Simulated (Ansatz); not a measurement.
Isolated molecules relaxed with PBE0-D4/def2-TZVP in Ansatz; ΔE leaves out vibrations. CCSD(T)/CBS is the MP2 limit (def2-TZVPP, def2-QZVPP) plus CCSD(T) − MP2 in def2-TZVPP, frozen cores. This one scheme is used for every species. DFT in def2-TZVPP. B3LYP here is the variant with VWN-RPA as its local correlation; programs differ in this. One conformer a species, not always the lowest.

Reaction (formal exchange of groups at the Si–Si bond): `O[Si](O)(Cl)[SiH](F)Cl` + `C[SiH2]Cl` → `O[Si](O)(Cl)C[SiH2]Cl` + `F[SiH2]Cl`

`O[Si](O)(Cl)[SiH](F)Cl`:

Cartesian coordinates in Å:
```
O 1.682 -0.017 -1.002
Si 0.652 0.219 0.230
O 0.622 1.809 0.603
Cl 1.210 -0.816 1.921
Si -1.411 -0.614 -0.494
F -2.505 -0.219 0.601
Cl -1.327 -2.650 -0.614
H 2.577 0.326 -0.941
H 0.381 2.060 1.496
H -1.882 -0.097 -1.799
```

`C[SiH2]Cl`:

Cartesian coordinates in Å:
```
C 0.238 -0.977 0.101
Si -0.141 0.814 -0.212
Cl -1.113 1.613 1.422
H 0.752 -1.407 -0.763
H -0.680 -1.543 0.273
H 0.882 -1.089 0.976
H -1.036 0.985 -1.382
H 1.097 1.605 -0.417
```

`O[Si](O)(Cl)C[SiH2]Cl`:

Z-matrix (Å, degrees):
```
Si
O 1 1.628
Cl 1 2.064 2 108.8
O 1 1.624 2 108.2 3 -119.7
C 1 1.849 2 113.5 3 120.3
H 2 0.961 1 116.8 3 -59.8
H 4 0.959 1 118.1 2 51.8
Si 5 1.859 1 116.4 2 -70.2
H 5 1.095 1 107.7 2 52.9
H 5 1.097 1 108.4 2 168.9
Cl 8 2.074 5 109.7 1 46.1
H 8 1.479 5 111.8 1 -72.6
H 8 1.482 5 111.5 1 163.4
```

`F[SiH2]Cl`:

Cartesian coordinates in Å:
```
F -0.438 -1.042 -1.122
Si 0.089 0.032 -0.075
Cl -1.102 -0.018 1.575
H -0.010 1.367 -0.694
H 1.462 -0.339 0.316
```

(1) Is it downhill or uphill in electronic energy at CCSD(T)/CBS, and by how much? (An estimate is asked.)

(2) What do these levels give: r2SCAN-D4, B3LYP-D4, ωB97M-V, r2SCAN, PBE0, B3LYP, MP2/def2-TZVPP, SCS-MP2/def2-TZVPP, CCSD/def2-TZVPP, MP2/def2-QZVPP, HF/CBS(def2), CCSD/CBS(def2)? (An estimate is asked.)

Largest T1 diagnostic among the species: 0.011.

Results:

(1) The calculation gave: Downhill: ΔE = -40.6 kJ/mol.

(2) The calculation gave: r2SCAN-D4 -34.2, B3LYP-D4 -31.5, ωB97M-V -44.3, r2SCAN -33.1, PBE0 -26.2, B3LYP -24.9, MP2/def2-TZVPP -48.9, SCS-MP2/def2-TZVPP -45.4, CCSD/def2-TZVPP -41.8, MP2/def2-QZVPP -48.0, HF/CBS(def2) -37.4, CCSD/CBS(def2) -39.9 kJ/mol.

From PBE to PBE0 (25 % exact exchange), in def2-TZVPP and without D4, ΔE moves by −7.9 kJ/mol. The D4 term adds −6.6 kJ/mol with B3LYP and −3.6 kJ/mol with PBE0; it sums over pairs of atoms, weighted by their polarisabilities, and B3LYP, whose exchange is more repulsive, gets the larger term. In def2-TZVPP, CCSD(T) changes the Hartree–Fock value by −5.3 kJ/mol (the triples alone add −0.6 kJ/mol) and MP2 by −11.8 kJ/mol.
